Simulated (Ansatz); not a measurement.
`[CH3][W]([NH2])(=[O])=[O]` + H–F → `[NH2][W](=[O])(=[O])[F]` + CH₄ at 298.15 K and 1 bar (ligand exchange at a W–C bond).

Program: Ansatz. Geometries: PBE0-D4/def2-TZVP. ΔE: electronic, gas phase. CBS: MP2 limit from def2 TZ/QZ plus the TZ coupled-cluster correction, frozen cores. This one scheme is used for every species. def2 core potentials past Kr. For W outer-core shells are correlated without core-valence functions, which leaves a few kJ/mol of doubt a bond. Each species was taken in one conformer, which may not be the lowest.

```csv
species,CCSD(T)/CBS energy (Eh),H − E (kJ/mol),S (J/(mol·K))
`[CH3][W]([NH2])(=[O])=[O]`,-313.20736,199.8,355.9
H–F,-100.39570,33.5,173.6
`[NH2][W](=[O])(=[O])[F]`,-373.18891,109.3,337.4
CH₄,-40.46206,127.4,186.2
```

H − E and S are ideal-gas, rigid-rotor, harmonic terms from PBE0-D4/def2-TZVP, for one conformer and one mirror image of each species. 1 Eh = 2625.50 kJ/mol, R = 8.31446 J/(mol·K).

Question: By hand: ΔE, ΔH, ΔS and ΔG.

Answer: ΔE = (-373.18891) + (-40.46206) − (-313.20736) − (-100.39570) = -0.04791 Eh = -125.8 kJ/mol. Δ(H − E) = 109.3 + 127.4 − 199.8 − 33.5 = 3.4, so ΔH = -122.4 kJ/mol. ΔS = 337.4 + 186.2 − 355.9 − 173.6 = -5.9 J/(mol·K). ΔG = -122.4 − 298.15 × (-5.9)/1000 = -120.6 kJ/mol.

Question: By hand: the equilibrium constant, and the temperature at which ΔG would vanish if ΔH and ΔS stayed fixed.

Answer: log₁₀ K = −ΔG/(RT ln 10) = 21.1. ΔG = 0 at ΔH/ΔS = 20746 K, far beyond where these terms or the molecules hold.

The number of gas molecules stays the same, so ΔS is small and ΔH decides. A doubt of 5 kJ/mol in ΔE shifts log₁₀ K by 0.9 here. Other conformers and mirror images would add mixing entropy, several J/(mol·K) or more a flexible species. These are equilibria of isolated gas molecules and say nothing of rates. Largest T1 diagnostic: 0.022 (customary marks: 0.02 for closed shells, 0.045 for open ones).
